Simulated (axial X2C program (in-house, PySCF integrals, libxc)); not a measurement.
## Outer orbitals of AlCd at 2.855 Å, PBE0

Computed with an in-house relativistic program for diatomic molecules. Spin-free means the one-electron spin-free X2C Hamiltonian; two-component (2c) means X2C with spin–orbit coupling and atomic mean-field two-electron Coulomb and Gaunt terms, so the difference of the two also holds small scalar two-electron terms. Basis: Cd dyall-cv3z [12s12p8d5f3g], Al dyall-v3z [8s8p2d1f] (cores contracted in-house); Gaussian nuclei, density fitting, unrestricted open shells. Masses: Cd 113.903 u, Al 26.982 u.

The distance is close to the 2c PBE0 minimum; the highest filled and lowest empty levels are listed.

Spin-free orbitals, state M_S = 1/2, Λ = 1 (beyond evenly filled blocks: π+α) (Löwdin shares):

```tsv
symmetry	occupied	ε (eV)	atomic character
σα	yes	-14.58	98% Cd d
σβ	yes	-14.57	99% Cd d
π+α	yes	-14.49	100% Cd d
π-α	yes	-14.48	100% Cd d
π+β	yes	-14.47	100% Cd d
π-β	yes	-14.47	100% Cd d
δ+α	yes	-14.44	100% Cd d
δ-α	yes	-14.43	100% Cd d
δ-β	yes	-14.42	100% Cd d
δ+β	yes	-14.42	100% Cd d
σα	yes	-9.55	66% Al s, 21% Cd s, 8% Cd p
σβ	yes	-8.86	61% Al s, 27% Cd s, 7% Cd p
σα	yes	-6.43	52% Cd s, 23% Al p, 16% Al s
σβ	yes	-6.19	48% Cd s, 21% Al p, 21% Al s
π+α	yes	-3.93	81% Al p, 16% Cd p
π-α	no	-2.44	76% Al p, 23% Cd p
σα	no	-2.17	45% Al p, 39% Cd p, 12% Cd s
σβ	no	-2.02	46% Al p, 40% Cd p, 10% Cd s
π+β	no	-1.79	63% Al p, 35% Cd p
π-β	no	-1.79	63% Al p, 35% Cd p
```

Spinors with spin–orbit coupling (state Ω = 1/2):

```json
{"ω": "1/2", "occupied": "yes", "ε (eV)": "-14.93", "atomic character": "99% Cd d", "λ mixture": "54% π, 46% σ"}
{"ω": "-1/2", "occupied": "yes", "ε (eV)": "-14.92", "atomic character": "99% Cd d", "λ mixture": "52% π, 48% σ"}
{"ω": "3/2", "occupied": "yes", "ε (eV)": "-14.85", "atomic character": "100% Cd d", "λ mixture": "78% δ, 22% π"}
{"ω": "-3/2", "occupied": "yes", "ε (eV)": "-14.84", "atomic character": "100% Cd d", "λ mixture": "77% δ, 23% π"}
{"ω": "1/2", "occupied": "yes", "ε (eV)": "-14.26", "atomic character": "99% Cd d", "λ mixture": "54% σ, 46% π"}
{"ω": "-1/2", "occupied": "yes", "ε (eV)": "-14.26", "atomic character": "99% Cd d", "λ mixture": "52% σ, 48% π"}
{"ω": "-3/2", "occupied": "yes", "ε (eV)": "-14.19", "atomic character": "100% Cd d", "λ mixture": "77% π, 23% δ"}
{"ω": "3/2", "occupied": "yes", "ε (eV)": "-14.18", "atomic character": "100% Cd d", "λ mixture": "78% π, 22% δ"}
{"ω": "-5/2", "occupied": "yes", "ε (eV)": "-14.15", "atomic character": "100% Cd d", "λ mixture": "100% δ"}
{"ω": "5/2", "occupied": "yes", "ε (eV)": "-14.14", "atomic character": "100% Cd d", "λ mixture": "100% δ"}
{"ω": "-1/2", "occupied": "yes", "ε (eV)": "-9.55", "atomic character": "66% Al s, 21% Cd s, 9% Cd p", "λ mixture": "100% σ"}
{"ω": "1/2", "occupied": "yes", "ε (eV)": "-8.87", "atomic character": "61% Al s, 27% Cd s, 7% Cd p", "λ mixture": "100% σ"}
{"ω": "-1/2", "occupied": "yes", "ε (eV)": "-6.42", "atomic character": "52% Cd s, 23% Al p, 16% Al s", "λ mixture": "100% σ"}
{"ω": "1/2", "occupied": "yes", "ε (eV)": "-6.19", "atomic character": "48% Cd s, 22% Al p, 21% Al s", "λ mixture": "100% σ"}
{"ω": "1/2", "occupied": "yes", "ε (eV)": "-3.95", "atomic character": "80% Al p, 17% Cd p", "λ mixture": "100% π"}
{"ω": "-3/2", "occupied": "no", "ε (eV)": "-2.43", "atomic character": "76% Al p, 22% Cd p", "λ mixture": "100% π"}
{"ω": "-1/2", "occupied": "no", "ε (eV)": "-2.17", "atomic character": "45% Al p, 39% Cd p, 12% Cd s", "λ mixture": "99% σ, 1% π"}
{"ω": "1/2", "occupied": "no", "ε (eV)": "-2.02", "atomic character": "46% Al p, 40% Cd p, 10% Cd s", "λ mixture": "100% σ"}
{"ω": "-1/2", "occupied": "no", "ε (eV)": "-1.81", "atomic character": "62% Al p, 36% Cd p", "λ mixture": "99% π, 1% σ"}
```

Mulliken charges and populations of the two-component result (they depend on the basis, above all on diffuse functions):

Cd 0.06 e (s 9.72 p 18.22 d 19.99), Al -0.06 e (s 5.91 p 7.12 d 0.03). ⟨Lz⟩ = 1.00 ħ and ⟨Sz⟩ = -0.50 ħ (-0.05 and -0.45 on the two atoms), which add up to Ω.

The state is a single determinant with fixed occupations, the lowest that a limited PBE0 search found. Density functionals use the spin component along the axis (collinear). Other states lie close and PBE0, whose exact exchange favours high spin, may order them wrongly; the determinant shown need not be the ground state. The nearest other spin-free determinant of the search, M_S = 1/2, Λ = 0, lies 0.30 eV up at the distance of the search. Without a current term, density functionals place determinants with orbital angular momentum somewhat too high.
